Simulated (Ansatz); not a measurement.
The first iterations of a band of ClF4H3W (9 atoms, charge 0, multiplicity 1).

These are results of RKS PBE0-D4/def2-SVP (Ansatz), not measurements.

```yaml
movable_images: 9
climbing_image: yes
spring: 5.0 eV/Å²
optimiser: quadratic models (default)
start_path: through a guess of the saddle point
force_threshold: 0.05 eV/Å
iteration_limit: 60
end_points: relaxed
```

Initial state:

```xyz
9
Properties=species:S:1:pos:R:3
W 0.142 0.189 0.044
Cl 0.527 -0.705 2.248
F 1.866 -0.251 -0.392
F 0.158 1.579 -1.240
F -1.529 0.704 0.590
H -0.318 -1.417 0.024
H -0.456 -0.577 -1.306
F 1.005 1.874 1.412
H 1.058 1.293 2.174
```

Final state:

```xyz
9
Properties=species:S:1:pos:R:3
W 0.262 0.174 -0.235
Cl -0.141 0.534 2.867
F 1.510 -0.843 -1.163
F -0.450 1.877 0.043
F -1.513 -0.361 -0.103
H 0.313 -1.224 0.709
H -0.216 0.266 -1.847
F 1.796 0.963 0.485
H 0.893 1.301 2.799
```

| iteration | highest image above the first end (eV) | largest band force component (eV/Å) |
| --- | --- | --- |
| 1 | 10.136 | 12.699 |
| 2 | 5.257 | 7.374 |
| 3 | 2.580 | 3.196 |
| 4 | 1.863 | 2.100 |
| 5 | 1.666 | 1.438 |
| 6 | 1.787 | 0.852 |
| 7 | 1.794 | 0.912 |
| 8 | 1.817 | 0.994 |
| 9 | 1.711 | 0.436 |
| 10 | 1.707 | 0.153 |
| 11 | 1.701 | 0.132 |
| 12 | 1.697 | 0.095 |
| 13 | 1.695 | 0.080 |
| 14 | 1.692 | 0.113 |

Question: Does the band converge within its limit, and where does its top end?

Answer: The forces met the threshold. It ended after 43 iterations with the highest image 1.397 eV above the first end. The profile has 2 maxima (images 5, 9) with wells between them (image 8): this band takes more than one step, which may be the mechanism or a detour left from its start path. A vibrational analysis at the climbing image gives one clearly imaginary mode, 313i cm⁻¹: a first-order saddle point. The orbitals stay closed-shell, which can raise the energy where a bond breaks towards radicals; this wasn't checked here.

Time of the run: 18 min on 4 threads of Arm Neoverse V1, on a shared host, peak memory 0.35 GiB.
